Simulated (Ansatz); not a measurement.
Species: CH$_{7}$NSi$_{2}$, SMILES `[SiH3]/C=N/[SiH3]` (charge 0, multiplicity 1).

**Question.** Give a relaxed geometry from PBE-D3(BJ)/def2-TZVP run with Ansatz (a first-principles code).

**Answer.** the end point of this relaxation (outside a Z-matrix the atoms follow the SMILES, hydrogens last).
Z-matrix (Å, degrees):
```
C
N 1 1.2778
H 1 1.1183 2 121.82
Si 2 1.7608 1 124.07 3 -0.07
H 4 1.4929 2 107.59 1 121.42
H 4 1.4930 5 109.33 2 -116.55
H 4 1.5047 5 109.81 6 -120.53
Si 1 1.9052 3 116.99 2 -179.87
H 8 1.4902 1 109.93 3 -178.37
H 8 1.4976 9 110.82 1 -120.40
H 8 1.4976 9 110.73 10 -119.41
```
